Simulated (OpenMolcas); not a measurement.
Pd3+ among 4 point charges of -2.5 e arranged as a tetrahedron (Td).

```json
{
 "Program": "OpenMolcas",
 "Method": "CASSCF",
 "Basis": "ANO-RCC-VDZP [6s5p3d1f]",
 "Scalar Hamiltonian": "DKH2, point nucleus",
 "Active space": "7 electrons in 5 orbitals (4d)",
 "State averaging": "2S+1 = 4 even, 10 roots; 2S+1 = 2 even, 40 roots",
 "Spin-orbit coupling": "RASSI with atomic mean-field integrals over the reference wave functions"
}
```

All point charges move together. At R = 2.01 Å the first state of the same spin is 3272 cm-1, and at R = 2.21 Å it is 2266 cm-1.

Q: A third run gives 1452 cm-1. What distance was it run at?

A: With a power law R^-n the two known points give n = -ln(2266 / 3272) / ln(2.21 / 2.01) = 3.87. Then R = 2.01 × (3272 / 1452)^(1/3.87) = 2.480 Å. The run was at 2.46 Å, so the estimate is off by +0.020 Å.

Without dynamic correlation the repulsion within the d shell is too large (B by tens of per cent), so at a given field states of lower spin stand too high. Spin-orbit coupling mixes the spin-free states strongly: the lowest level takes only 67 % from its leading state, 4A2 (figures for R = 2.21; the like holds for R = 2.46). The ground term spreads over less than 5000 cm-1, several times less than with real ligands, so orbital moments are less quenched and χT lies further from the spin-only value than at real sites (holds for R = 2.21; R = 2.46). Point charges carry no covalency, so the field is a model and not that of real ligands. No measured value stands beside these numbers.
